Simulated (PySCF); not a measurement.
Computed beside measured shifts

System: 18-crown-6 (C12H24O6), SMILES C1COCCOCCOCCOCCOCCO1.

Atom-mapped SMILES (hydrogens are numbered by the atom that bears them): [CH2:1]1[CH2:2][O:3][CH2:4][CH2:5][O:6][CH2:7][CH2:8][O:9][CH2:10][CH2:11][O:12][CH2:13][CH2:14][O:15][CH2:16][CH2:17][O:18]1

Method: GIAO KT3/pcSseg-1, gas phase, PySCF SCF with an in-house response code, fitting set def2-universal-JFIT, grid level 2, non-relativistic, geometry: GFN2-xTB.

One optimised conformer. Values are averaged over the atoms that symmetry or fast rotation interchanges, on this one geometry and without vibrational averaging. Shifts are the reference shielding less the shielding here, at the same level (13C, 1H against isolated TMS; 17O against isolated H2O); nuclei without a reference have shieldings only.

Problem. What shifts does this level give for H on 1/2/4/5/7/8/…, H on 1/2/4/5/7/8/…, H on 1/2/4/5/7/8/…, H on 1/2/4/5/7/8/…, H on 1/2/4/5/7/8/…, H on 1/2/4/5/7/8/…, H on 1/2/4/5/7/8/…, H on 1/2/4/5/7/8/…, H on 1/2/4/5/7/8/…, H on 1/2/4/5/7/8/…, H on 1/2/4/5/7/8/…, H on 1/2/4/5/7/8/…, C1/2/4/5/7/8/…, C1/2/4/5/7/8/…, C1/2/4/5/7/8/…, C1/2/4/5/7/8/…, C1/2/4/5/7/8/…, C1/2/4/5/7/8/…, C1/2/4/5/7/8/…, C1/2/4/5/7/8/…, and how do they compare with measurement?

Solution. 
| atom | nucleus | computed / ppm | measured / ppm | computed less measured | measured against | medium of the measurement |
| --- | --- | --- | --- | --- | --- | --- |
| H on 1/2/4/5/7/8/… | 1H | 3.86 | 3.57 | 0.29 | TMS | THF-d8 |
| H on 1/2/4/5/7/8/… | 1H | 3.86 | 3.59 | 0.27 | TMS | CD2Cl2 |
| H on 1/2/4/5/7/8/… | 1H | 3.86 | 3.67 | 0.19 | TMS | CDCl3 |
| H on 1/2/4/5/7/8/… | 1H | 3.86 | 3.36 | 0.50 | TMS | toluene-d8 |
| H on 1/2/4/5/7/8/… | 1H | 3.86 | 3.39 | 0.47 | TMS | C6D6 |
| H on 1/2/4/5/7/8/… | 1H | 3.86 | 3.41 | 0.45 | TMS | C6D5Cl |
| H on 1/2/4/5/7/8/… | 1H | 3.86 | 3.59 | 0.27 | TMS | acetone-d6 |
| H on 1/2/4/5/7/8/… | 1H | 3.86 | 3.51 | 0.35 | TMS | DMSO-d6 |
| H on 1/2/4/5/7/8/… | 1H | 3.86 | 3.51 | 0.35 | TMS | CD3CN |
| H on 1/2/4/5/7/8/… | 1H | 3.86 | 3.64 | 0.22 | TMS | TFE-d3 |
| H on 1/2/4/5/7/8/… | 1H | 3.86 | 3.64 | 0.22 | TMS | CD3OD |
| H on 1/2/4/5/7/8/… | 1H | 3.86 | 3.8 | 0.06 | DSS | D2O |
| C1/2/4/5/7/8/… | 13C | 73.6 | 71.34 | 2.3 | TMS | THF-d8 |
| C1/2/4/5/7/8/… | 13C | 73.6 | 70.47 | 3.1 | TMS | CD2Cl2 |
| C1/2/4/5/7/8/… | 13C | 73.6 | 70.55 | 3.0 | TMS | CDCl3 |
| C1/2/4/5/7/8/… | 13C | 73.6 | 70.86 | 2.7 | TMS | toluene-d8 |
| C1/2/4/5/7/8/… | 13C | 73.6 | 70.59 | 3.0 | TMS | C6D6 |
| C1/2/4/5/7/8/… | 13C | 73.6 | 70.55 | 3.0 | TMS | C6D5Cl |
| C1/2/4/5/7/8/… | 13C | 73.6 | 71.25 | 2.3 | TMS | acetone-d6 |
| C1/2/4/5/7/8/… | 13C | 73.6 | 69.85 | 3.8 | TMS | DMSO-d6 |

Measured values: Fulmer et al., Organometallics 2010, 29, 2176.
